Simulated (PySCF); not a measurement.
A GIAO shielding run with PySCF (density fitting, non-relativistic, gas phase) on SMILES O=C(Cl)c1ccsc1, C₅H₃ClOS:

```
$ OMP_NUM_THREADS=1 python probes_run.py task.json out

{"job": {"kind": "nmr", "xc": "PBE0", "basis": "pcSseg-1", "pop": false}, "charge": 0, "multiplicity": 1}
O     -2.142640    -1.528444     0.293046
C     -1.770642    -0.454214    -0.050176
Cl    -2.948252     0.765683    -0.628077
C     -0.378851     0.010737    -0.052348
C      0.686537    -0.839369     0.383007
C      1.900062    -0.220572     0.305175
S      1.756125     1.388755    -0.294766
C      0.066062     1.253359    -0.450906
H      0.528363    -1.859118     0.733651
H      2.878810    -0.619715     0.568102
H     -0.538737     2.078152    -0.823435
```

Hardware: 1 thread of an Arm Neoverse V1, shared host. The job also computes ring-centre shieldings.

Task: How large is the calculation?

Result: 74 electrons, 165 basis functions and 900 auxiliary functions.

Task: How long does it take, and how much memory does it need?

Result: 18 s of wall time, with 15 SCF cycles and 5 response iterations; peak memory 1 GiB. Times on a shared host scatter by some tens of per cent.

Task: And these other runs on the same molecule and hardware: GIAO shielding at BHandHLYP/pcSseg-1; GIAO shielding at PBE0/6-311+G(2d,p); GIAO shielding at PBE0/6-31G; GIAO shielding at PBE0/6-31G*; GIAO shielding at PBE0/STO-3G?

Result: BHandHLYP/pcSseg-1: 165 functions, 17 s; PBE0/6-311+G(2d,p): 250 functions, 38 s; PBE0/6-31G: 86 functions, 9.8 s; PBE0/6-31G*: 126 functions, 14 s; PBE0/STO-3G: 51 functions, 5 s.
